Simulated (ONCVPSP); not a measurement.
## What one change does to a pseudopotential (molybdenum, ONCV)

| Property | Result |
| --- | --- |
| Element | molybdenum |
| Generator | ONCVPSP 4.0.1 |
| Type | optimised norm-conserving Vanderbilt (ONCV) |
| Functional | PBE |
| Relativity | fully relativistic |
| Frozen core | [Ar] 3d10 |
| Valence charge | 14 |
| Reference configuration | 4s2 4p6 4d5 5s1 |
| Partial waves | 4s+5s: rc 1.95 bohr, ncon 3, nbas 8, qcut 5 1/bohr, 2 projectors; 4p: rc 1.25 bohr, ncon 4, nbas 7, qcut 6.9 1/bohr, 2 projectors, debl 3.6 Ha; 4d: rc 1.55 bohr, ncon 5, nbas 10, qcut 5.6 1/bohr, 2 projectors, debl 0.8 Ha |
| Local potential | polynomial inside 0.95 bohr (lpopt 5, dvloc0 0 Ha) |
| Core correction | none |

Open shells are filled in proportion to 2j + 1.

All-electron outer shells of the reference configuration (PBE, scalar-relativistic, ld1.x):

| shell | level (eV) | outermost node (bohr) | outermost maximum (bohr) |
| --- | --- | --- | --- |
| 3d | -220.98 | – | 0.32 |
| 4s | -64.35 | 0.51 | 0.99 |
| 4p | -38.49 | 0.52 | 1.08 |
| 5s | -4.09 | 1.34 | 2.93 |
| 4d | -3.75 | 0.53 | 1.38 |

Change: s: qcut 7.2.

Cutoffs: the cutoffs (Ha) at which the residual kinetic energy of the hardest occupied pseudo-wave falls to 1 and 0.1 mHa per electron; they do not see the model core or the augmentation charge, which bear on the density cutoff. Errors are all-electron minus pseudo energies relative to the spin-unpolarised reference configuration.

**Question.** How do hardness, ghosts and transferability respond?

**Answer.** The potential gets neither clearly harder nor softer (46 Ha and 135 Ha → 46 Ha and 135 Ha); the p channel sets the loose cutoff, while the largest relative change is in s, which becomes harder; the lowest positive-energy flag moves from s at 31.8 eV to s at 55.4 eV; of the 4 tests that both files solve, the error grows in 0 and shrinks in 2 by more than 15 % and 0.3 meV (median size 0.7 → 0.5 meV); the range in which the s phases agree widens (upper end 0.8 → 1.8); neither file shows a bound ghost.

| quantity | base | changed |
| --- | --- | --- |
| cutoff, loose | 46 Ha | 46 Ha |
| cutoff, tight | 135 Ha | 135 Ha |
| loose cutoff by channel | s 5.8 Ha, p 46 Ha, d 30 Ha | s 15 Ha, p 46 Ha, d 30 Ha |
| bound ghosts | none | none |
| GHOST(+) flags under 300 eV | s at 31.8 eV | s at 55.4 eV |
| error for 4s2 4p6 4d5 5s0, meV [ΔE 6.89 eV] | -1.0 | -0.6 |
| error for 4s2 4p6 4d4 5s0, meV [ΔE 22.35 eV] | +0.5 | +0.5 |
| error for 4s2 4p6 4d3 5s0, meV [ΔE 49.09 eV] | +4.1 | +3.2 |
| error for 4s2 4p6 4d4 5s1, meV [ΔE 8.06 eV] | -0.2 | -0.3 |
| s: phases at 1.98 bohr within 0.05 rad from the reference energy up to (Ha; the scan ends near 5) | 0.8 | 1.8 |
| p3/2: phases at 1.27 bohr within 0.05 rad from the reference energy up to (Ha; the scan ends near 5) | to the end of the scan | to the end of the scan |
| p1/2: phases at 1.27 bohr within 0.05 rad from the reference energy up to (Ha; the scan ends near 5) | to the end of the scan | to the end of the scan |
| d5/2: phases at 1.57 bohr within 0.05 rad from the reference energy up to (Ha; the scan ends near 5) | to the end of the scan | to the end of the scan |
| d3/2: phases at 1.57 bohr within 0.05 rad from the reference energy up to (Ha; the scan ends near 5) | to the end of the scan | to the end of the scan |
